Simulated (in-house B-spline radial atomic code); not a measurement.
Configurations of Xe5+, with energies counted from [Kr] 4d10 5s2 5p1. Computed with a radial B-spline atomic code at the basis-set limit: scalar-relativistic (X2C) TPSSh, spin-polarised, spherical fractional occupations, exact exchange averaged over the configuration, Fermi nucleus of rms radius 4.7859 fm. Shells without spins written out take the highest spin.

Occupations are held fixed; configurations that lie above the ionisation limit could autoionise.

```tsv
configuration	E - E(ref) (eV)	highest orbital	its <r> (bohr)
[Kr] 4d10 5s1 5p1 6s1	39.18	6s up	3.195
[Ar] 3d10 4s2 4p5 4d10 5s2 5p1 5f1	187.81	5f up	3.367
[Ar] 3d10 4s2 4p5 4d10 5s2 5p1 6d1	188.84	6d up	4.23
[Ar] 3d9 4s2 4p6 4d10 4f1 5s2 5p1	691.41	4f up	1.295
[Ar] 3d9 4s2 4p6 4d10 5s2 5p1 5f1	714.13	5f up	3.325
```

Question: Order these further configurations by energy, lowest first.
A. [Kr] 4d9 4f1 5s2 5p1
B. [Kr] 4d10 5s2 6p1
C. [Kr] 4d9 5s2 5p1 5f1
D. [Kr] 4d10 5s1 5p1 6f1
E. [Kr] 4d9 5s2 5p2

Answer: B (31.197 eV), D (60.465 eV), E (62.152 eV), A (80.978 eV), C (103.02 eV).
